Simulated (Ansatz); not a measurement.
**Cost against result**

Saddle point of AlSiH4ClF2, closed shell (AlSiH₄ClF₂ ([F][Al]([F])([SiH3])[ClH]) → AlSiH₂ClF₂ ([F][Al]([F])([SiH2])[Cl]) + H₂; bonds formed: Si2–H5, H5–H9; dative contacts that become bonds: Al1–Cl6; bonds broken: Si2–H9, H5–Cl6), PBE0-D4/def2-TZVP structure:

```xyz
9
angstrom
Al -1.3792 -0.4176 -0.1413
Si 0.9878 0.0713 -0.7076
F -1.7266 -2.0274 -0.0674
F -2.4665 0.5990 -0.8496
H 0.5502 0.4894 1.2138
Cl -0.9144 0.3348 1.9568
H 1.4548 1.3061 -1.3937
H 2.0735 -0.9418 -0.8009
H 1.4203 0.5864 0.7900
```

Barriers are electronic and count from the start structure reached by relaxing down the imaginary mode.

Program: Ansatz 0.2.0. Basis: as named in each row. Cores are frozen in the correlated methods. B3LYP uses VWN-RPA correlation. Extrapolation: Hartree–Fock as exp(−7.88 √X), correlation as X^−2.97.

Times are rough, for one single point on 4 threads of a shared host (AMD EPYC 7R43).

The estimate by CCSD(T) at an estimated basis limit (MP2 extrapolated from triple and quadruple zeta, plus CCSD(T) − MP2 in triple zeta) is 41.0 kJ/mol.

| method | basis | time (s) | barrier (kJ/mol) | method less estimate |
| --- | --- | --- | --- | --- |
| HF | STO-3G | under 1 | 51.1 | 10.1 |
| PBE-D4 | STO-3G | under 1 | -14.2 | -55.2 |
| SPW92 | def2-SVP | under 1 | -0.7 | -41.7 |
| PBE-D4 | def2-SVP | 1 | 17.0 | -24.0 |
| B3LYP-D4 | 6-31G | 1 | 39.9 | -1.2 |
| PBE0-D4 | def2-SVP | 1 | 27.7 | -13.3 |
| SPW92 | def2-TZVPP | 2 | 1.3 | -39.7 |
| PBE-D4 | def2-TZVPP | 2 | 17.9 | -23.1 |
| BLYP-D4 | def2-TZVPP | 2 | 26.6 | -14.4 |
| B3LYP-D4 | def2-TZVPP | 3 | 33.9 | -7.1 |
| BHLYP-D4 | def2-TZVPP | 4 | 46.0 | 5.0 |
| CAM-B3LYP-D4 | def2-TZVPP | 4 | 40.1 | -0.9 |
| r2SCAN-D4 | def2-TZVPP | 4 | 21.4 | -19.6 |
| PBE0-D4 | def2-TZVPP | 4 | 27.7 | -13.3 |
| CCSD(T) | def2-SVP | 6 | 57.3 | 16.3 |
| wB97M-V | def2-SVP | 6 | 38.4 | -2.6 |
| r2SCAN0-D4 | def2-TZVPP | 6 | 29.4 | -11.6 |
| RPA on PBE | def2-TZVPP | 6 | 50.0 | 9.0 |
| B2PLYP | def2-TZVPP | 6 | 39.6 | -1.4 |
| PBE-QIDH | def2-TZVPP | 7 | 36.8 | -4.2 |
| wB97X-V | def2-TZVPP | 9 | 43.9 | 2.9 |
| B97M-V | def2-TZVPP | 10 | 36.3 | -4.7 |
| wB97M-V | def2-TZVPP | 10 | 40.0 | -1.0 |
| MP2 | def2-QZVPP | 21 | 36.6 | -4.4 |
| CCSD(T) | def2-TZVPP | 150 | 47.1 | 6.1 |

All methods are single points on the PBE0-D4 structures; a negative value means that the method puts the saddle structure below the start.

No T1 diagnostic of these runs exceeds 0.013.

Labels in which every atom is bracketed show which atoms are joined, not bond orders.
